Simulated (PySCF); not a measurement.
# Excited states of Cl⁵⁺ (chlorine, charge +5)

Ground state [Ne] 3s2, ¹S. Calculation: PySCF 2.14, in x2c-SVPall with two added diffuse shells each of s, p type (6s5p1d, 26 functions); the spin-free X2C one-electron Hamiltonian (Gaussian nucleus). Vertical excitation energies in eV without spin-orbit coupling; excited terms of each kind are numbered among those the solver found.

```
 term  leading excitation  TD-LC-wPBE  TDA-BHandHLYP  TD-BHandHLYP  TDA-TPSSh  TD-TPSSh
1 3P°              3s → p      11.295         11.517        11.038     11.551    11.033
1 1P°              3s → p      18.569         19.242        18.693     18.924    18.478
 1 3D              3s → d      39.446         39.845        39.769     39.363    39.225
 1 1D              3s → d      42.473         43.247        43.236     41.989    41.984
 1 3S              3s → s      49.870         49.305        49.302     50.407    50.403
 1 1S              3s → s      51.017         50.927        50.900     51.312    51.297
2 3P°              3s → p      55.152         54.908        54.901     55.713    55.701
2 1P°              3s → p      55.684         55.895        55.876     55.971    55.960
 2 3S              3s → s      68.056         68.462        68.461     68.172    68.171
 2 1S              3s → s      68.414         68.933        68.924     68.384    68.378
```

What does TDA-LC-wPBE give for these terms?

1 3P° 11.694; 1 1P° 19.107; 1 3D 39.545; 1 1D 42.474; 1 3S 49.873; 1 1S 51.036; 2 3P° 55.161; 2 1P° 55.697; 2 3S 68.057; 2 1S 68.422 (eV).

Oscillator strength of the first ¹S → ¹P° line: TDA-LC-wPBE 1.71, TD-LC-wPBE 1.31, TDA-BHandHLYP 1.73, TD-BHandHLYP 1.33, TDA-TPSSh 1.69, TD-TPSSh 1.34.

Only the lower part of the computed list is shown. Doubly excited terms such as np² are absent. The solver can miss terms.
